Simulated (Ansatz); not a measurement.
Geometry optimisation, Ansatz, RKS LDA/STO-3G.

Input:

```yaml
crystal:
  periodic: [false, false, false]
  atoms:
    - { symbol: "N", position_ang: [-0.8059, 0.4534, -0.5005] }
    - { symbol: Al, position_ang: [0.4723, 1.3114, 0.6198] }
    - { symbol: O, position_ang: [1.1776, -0.3967, 0.6933] }
    - { symbol: Si, position_ang: [0.0208, -1.0416, -0.2337] }
    - { symbol: H, position_ang: [-0.6251, 0.7816, -1.5071] }
    - { symbol: H, position_ang: [0.2317, 2.3934, 1.7849] }
    - { symbol: H, position_ang: [0.4811, -1.6283, -1.4796] }
    - { symbol: H, position_ang: [-0.8604, -1.9303, 0.5671] }
basis:
  gaussian: { orbitals: STO-3G }
hamiltonian:
  xc: lda
relax:
  f_tol: 0.02
  max_steps: 50
```

Launched with:

```bash
$ ansatz run input.yaml --threads 1 --pin off --max-ram 2048MiB --backend cpu --events-out ev --progress --plain --runs-dir out
```

Where does it end, and by what steps?

The run converged. Limits of this set-up: minimal basis. After 7 steps the energy has fallen by 1.338 eV; H5 moved furthest, 0.66 Å.

| step | energy less start (eV) | largest force component (eV/Å) | accepted |
| --- | --- | --- | --- |
| 0 | 0.0000 | 3.627 | yes |
| 1 | -0.8956 | 2.223 | yes |
| 2 | -1.1493 | 0.652 | yes |
| 3 | -1.2097 | 0.860 | yes |
| 4 | -1.2958 | 0.460 | yes |
| 5 | -1.3159 | 0.634 | yes |
| 6 | -1.3368 | 0.168 | yes |
| 7 | -1.3382 | 0.018 | yes |

```xyz
8
Properties=species:S:1:pos:R:3
N -0.588 0.559 -0.573
Al 0.366 1.178 0.751
O 0.988 -0.413 1.069
Si 0.044 -1.044 -0.252
H -1.251 0.861 -1.313
H 0.607 2.501 1.412
H 0.854 -1.645 -1.311
H -0.929 -2.054 0.162
```

Whether the end is a true minimum wasn't checked by a vibrational analysis.

Run time: 13 s on 1 CPU thread of a shared host.
